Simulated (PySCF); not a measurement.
# From computed data to an observable: chemical shift, span and skew from a shielding tensor

C2H7FOSi2, SMILES C=C[Si@@H](F)O[SiH3]. Atoms are numbered in the order given.

```xyz
13

C      2.6180    -0.6266     0.2269
C      1.6760     0.2229     0.6863
Si     0.3221     0.8791    -0.4116
F      0.5548     0.2079    -1.8902
O     -1.1801     0.4440     0.1541
Si    -1.9509    -0.8852     0.8366
H      2.6270    -0.9554    -0.8264
H      3.4151    -1.0293     0.8758
H      1.7053     0.5270     1.7496
H      0.3088     2.3623    -0.5812
H     -1.2088    -1.3470     2.0620
H     -3.3360    -0.4567     1.2200
H     -2.0243    -2.0170    -0.1502
```

Geometry optimised at PBE-D3(BJ)/def2-SVP. The structure was generated by enumeration; whether it is a known compound was not checked. One conformer was computed; it need not be the lowest.

GIAO shieldings from PBE/pcSseg-1 (PySCF), non-relativistic, no solvent. The symmetric part of the tensor of F4 has the principal values 247.5, 349.5, 376.4 ppm. The same nucleus in CFCl3 has σ = 133.6 ppm at this level (PySCF, at its B3LYP-D3(BJ)/def2-TZVP geometry).

### Question
Work out the isotropic shielding, the ¹⁹F shift against CFCl3, the span and the skew.

### Answer

σ(iso) = (σ11 + σ22 + σ33)/3 = 324.5 ppm. δ = σ(ref) − σ(iso) = 133.6 − (324.5) = -190.9 ppm.
Span Ω = σ33 − σ11 = 128.9 ppm. Skew κ = 3(σ(iso) − σ22)/Ω = -0.58. Tumbling in solution averages the tensor to δ; in a static solid the shielding alone would spread this spin-1/2 line over Ω.
